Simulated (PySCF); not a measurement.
r2SCAN on W⁻ (tungsten, charge -1), [Xe] 4f14 5d5 6s2, high-spin 6S determinant. Calculation: PySCF 2.14, in aug-cc-pVDZ-PP with ECP60MDF (5s5p4d2f, 54 functions); a scalar-relativistic core potential.

```
cycle= 1 E= -67.3676401699133  delta_E= -0.0112  |g|= 0.0128  |ddm|= 0.83
cycle= 2 E= -67.3686622907964  delta_E= -0.00102  |g|= 0.0061  |ddm|= 0.253
cycle= 3 E= -67.3688170179026  delta_E= -0.000155  |g|= 0.0027  |ddm|= 0.11
cycle= 4 E= -67.368824339667  delta_E= -7.32e-06  |g|= 0.00186  |ddm|= 0.019
cycle= 5 E= -67.3688271912394  delta_E= -2.85e-06  |g|= 0.000451  |ddm|= 0.0057
cycle= 6 E= -67.3688274338253  delta_E= -2.43e-07  |g|= 5.56e-06  |ddm|= 0.0019
cycle= 7 E= -67.3688274339005  delta_E= -7.52e-11  |g|= 3.93e-07  |ddm|= 9.04e-05
converged SCF energy = -67.3688274339005  <S^2> = 8.9430969  2S+1 = 6.0640241
```

Highest occupied orbital energy: 0.946 eV; ⟨L²⟩ = 0.00; populations by l: s 4.00, p 6.00, d 5.00, f 0.00.

(1) Can this result be used?

Results:

(1) With care. The run converged. Energies and moments cover only the electrons outside the core potential. Spin-orbit coupling, which splits the p, d and f shells strongly at this Z, is absent. ⟨S²⟩ = 8.94 against 8.75 shows spin contamination. At r2SCAN the highest occupied level has a positive energy, so only the finite basis holds that electron; in a semilocal or global hybrid functional this comes from self-interaction and does not mean that the real anion is unbound.
